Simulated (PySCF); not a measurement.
**Dipole response of Se⁻ (selenium, charge -1)**

[Ar] 3d10 4s2 4p5, 2P determinant. Computed with PySCF 2.14 in x2c-TZVPPall with one added diffuse shell each of s, p, d type (7s6p5d1f, 57 functions), with the spin-free X2C one-electron Hamiltonian (Gaussian nucleus). Coupled (time-dependent) response in atomic units; α is the mean over directions.

```csv
method,mean α (bohr³),"α xx, yy, zz",C₆ (like pair),S(−4)
UHF,51.66,"43.20, 55.90, 55.90",624.5,654.0
M06-2X,55.18,"47.57, 58.99, 58.99",671.0,794.5
```

S(−4) is the Cauchy moment in α(ω) = α(0) + S(−4) ω² + …

Spin-orbit coupling is absent.

α(iu) at UHF:

```csv
u (hartree),α(iu) (bohr³)
0,51.66
0.0500,50.09
0.100,46.04
0.200,35.51
0.300,26.41
0.500,15.26
0.750,8.782
1.00,5.656
1.50,2.902
2.00,1.771
3.00,0.8706
5.00,0.3504
```

A single London oscillator, α(iu) = α/(1 + u²/ω²), gives C₆ = (3/4) ω α². Matching the computed C₆ needs ω = 4 × 624.5 / (3 × 51.66²) = 0.312 hartree.

For an ion, C₆ is the dispersion term alone; charge-induced terms of lower order in 1/R come first.

The components differ because the open shell of this determinant is not spherical; for a pure term their mean is the scalar polarisability.
